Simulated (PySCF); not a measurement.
Mayer bond orders and bond lengths

Compound: C7H9OP.
SMILES with atom numbers: `[CH:1]#[C:2][P:3]([C:4]([CH3:5])=[O:6])[CH:7]1[CH2:8][CH2:9]1` (hydrogens: H10 on C1; H11, H12, H13 on C5; H14 on C7; H15, H16 on C8; H17, H18 on C9)

Structure used (GFN2-xTB), in Å, numbered top down from 1:
```
atom  x, y, z in Å
C1     1.2321    2.5317    0.6912
C2     0.7884    1.4146    0.6419
P3     0.0770   -0.1985    0.7313
C4     1.3484   -1.0309   -0.3565
C5     2.7716   -0.8687    0.0918
O6     0.9997   -1.6898   -1.3008
C7    -1.2347    0.0037   -0.5355
C8    -2.4070   -0.9357   -0.4851
C9    -2.5832    0.4896   -0.0828
H10    1.6322    3.5037    0.6906
H11    3.4186   -1.5760   -0.4225
H12    3.0919    0.1479   -0.1343
H13    2.8351   -1.0056    1.1704
H14   -0.8808    0.3159   -1.5127
H15   -2.8268   -1.2693   -1.4216
H16   -2.4233   -1.6899    0.2885
H17   -3.1274    1.1525   -0.7386
H18   -2.7206    0.7109    0.9663
```

Bond orders from the PBE0/pcSseg-1 density (PySCF). The structure is a single GFN2-xTB conformer in the gas phase; no vibrational or solvent corrections.

Where do the orders between heavy atoms depart from those drawn in the SMILES?

The largest departure is 0.407, at C1–C2 (drawn triple, 2.593). Drawn single, order below 0.88: C2–P3 (0.847) and P3–C4 (0.858). Drawn double or triple, more than 0.30 short of the drawn order: C1–C2 (2.593).

Set the Mayer orders of the bonds between heavy atoms beside their lengths.

```
 bond  drawn as  length (Å)  Mayer order
C1–C2    triple       1.203        2.593
C2–P3    single       1.765        0.847
P3–C4    single       1.869        0.858
C4–C5    single       1.501        0.995
C4–O6    double       1.203        1.987
P3–C7    single       1.835        0.963
C7–C8    single       1.503        0.936
C8–C9    single       1.491        0.985
C9–C7    single       1.503        0.938
```

By pair of heavy elements: C–C: lowest C7–C8 and C9–C7 (0.936, 1.503 Å), highest C1–C2 (2.593, 1.203 Å). C–P: lowest C2–P3 (0.847, 1.765 Å), highest P3–C7 (0.963, 1.835 Å); in 1 of the 3 pairs the longer bond (by over 0.003 Å) has the higher order (by 0.02 or more). Bonds named together lie within 0.004.

And the bonds to hydrogen?

C–H: 0.92 to 1.13 (9 bonds).

Sum the orders of all bonds at each heavy atom with more than one neighbour and set the sums beside the valence in the SMILES.

C1 3.719 (drawn 4), C2 3.440 (drawn 4), P3 2.668 (drawn 3), C4 3.840 (drawn 4), C5 3.815 (drawn 4), C7 3.758 (drawn 4), C8 3.828 (drawn 4), C9 3.827 (drawn 4). Orders between atoms that aren't bonded are not in these sums.

The Mayer order sums products of elements of PS (density times overlap matrix) between the two atoms' basis functions, so it depends on the basis set.
